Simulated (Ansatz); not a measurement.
Compare A (`C=N[SiH2]CF`) with its isomer B (`C=C(F)[SiH2]N`).

Program: Ansatz. Geometries: PBE0-D4/def2-TZVP. ΔE: electronic, gas phase. CBS: MP2 limit from def2 TZ/QZ plus the TZ coupled-cluster correction, frozen cores. DFT in def2-TZVPP. B3LYP here is the variant with VWN-RPA as its local correlation; programs differ in this. One conformer a species, not always the lowest.

Q: Which isomer does CCSD(T)/CBS put lower? Give the gap. (Estimate.)

A: Ansatz gave: B, by 16.7 kcal/mol.

Q: Give E(B) − E(A) in kcal/mol with B3LYP-D4, B3LYP, CCSD/def2-TZVPP, B2PLYP, PBE0-D4, CCSD(T)/def2-TZVPP, HF/def2-TZVPP. (An estimate is asked.)

A: Ansatz gave: B3LYP-D4 -15.3, B3LYP -15.2, CCSD/def2-TZVPP -15.5, B2PLYP -15.5, PBE0-D4 -16.5, CCSD(T)/def2-TZVPP -15.6, HF/def2-TZVPP -13.7. None reverses the order clearly.

Largest T1 diagnostic: 0.012.

In def2-TZVPP, CCSD(T) changes the Hartree–Fock value by −1.9 kcal/mol (the triples alone add −0.1 kcal/mol) and MP2 by −2.9 kcal/mol.
